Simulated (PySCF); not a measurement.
H3OSi, SMILES [OH+]=[SiH2], charge +1.

The structure is a stationary point at r2SCAN-D4/def2-TZVP. The isomer is the one that the SMILES or the coordinates give; other isomers of the formula were not compared.

Calculation: M06-2X/def2-TZVPD (PySCF).

Gas-phase values at a fixed geometry.

```json
{
 "total_energy": "-366.22529 hartree",
 "point_group": "Cs",
 "highest_occupied_level": "-18.16 eV",
 "lowest_empty_level": "-7.94 eV",
 "orbital_gap": "10.22 eV",
 "dipole_moment_about_the_centre_of_nuclear_charge": "0.443 e·Å",
 "mean_static_polarisability": "22.9 bohr³ (3.40 Å³)",
 "polarisability_principal_values": "18.5, 24.1, 26.2 bohr³"
}
```
